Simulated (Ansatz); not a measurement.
Reaction (cleavage of the Al–Al bond): `[CH3][Al]([CH3])[AlH][Cl]` + `OBS` → `SB[O][AlH][Cl]` + `[CH3][AlH][CH3]`

Computed with Ansatz on PBE0-D4/def2-TZVP structures; ΔE is electronic, products minus reactants. CCSD(T)/CBS adds triple-zeta CCSD(T) − MP2 to the extrapolated MP2 energy (def2 sets, frozen cores). DFT in def2-TZVPP. Each species was taken in one conformer, which may not be the lowest.

| level | ΔE (kJ/mol) |
| --- | --- |
| B2PLYP | -148.6 |
| SCS-MP2/def2-TZVPP | -150.4 |
| HF/def2-QZVPP | -161.8 |
| CCSD/CBS(def2) | -142.9 |

Task: What does CCSD(T)/CBS give? (Estimate.)

Result: Ansatz gave: -140.1 kJ/mol. The listed levels differ from it by -8.5, -10.3, -21.7, -2.8 kJ/mol.

Largest T1 diagnostic among the species: 0.013.

In def2-TZVPP, CCSD(T) changes the Hartree–Fock value by +20.7 kJ/mol (the triples alone add +2.9 kJ/mol) and MP2 by +9.9 kJ/mol. From PBE to PBE0 (25 % exact exchange), in def2-TZVPP and without D4, ΔE moves by −6.6 kJ/mol.
